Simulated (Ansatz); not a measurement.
One change: `C=[CH][In]([Cl])[Cl]` becomes `C=[CH][Al]([Cl])[Cl]`.

Ansatz, PBE0-D4/def2-TZVP geometries, multiplicity 1. Each molecule was computed in one conformer, which needn't be the lowest.

Elements past krypton have def2 core potentials.

```tsv
property	`C=[CH][In]([Cl])[Cl]`
size of the dipole moment (PBE/def2-TZVPP) / D	3.66
LUMO energy (ωB97M-V/def2-TZVPP) / eV	-0.20
size of the dipole moment (ωB97M-V/def2-TZVPP) / D	3.64
HOMO–LUMO gap (B3LYP/def2-TZVPP) / eV	6.10
LUMO energy (PBE/def2-TZVPP) / eV	-2.75
HOMO energy (B3LYP/def2-TZVPP) / eV	-8.29
```

Problem. Give the same properties after the change, and the shifts. (An estimate is asked.)

Solution. Computed: 
```
                                          property  `C=[CH][Al]([Cl])[Cl]`  shift
    size of the dipole moment (PBE/def2-TZVPP) / D                    2.10  -1.56
             LUMO energy (ωB97M-V/def2-TZVPP) / eV                    0.26   0.46
size of the dipole moment (ωB97M-V/def2-TZVPP) / D                    2.11  -1.53
             HOMO–LUMO gap (B3LYP/def2-TZVPP) / eV                    6.45   0.35
                 LUMO energy (PBE/def2-TZVPP) / eV                   -2.49   0.26
               HOMO energy (B3LYP/def2-TZVPP) / eV                   -8.27   0.02
```

Dipoles are sizes alone; their direction can turn.

B3LYP here is the variant with VWN-RPA as its local correlation; programs differ in this.
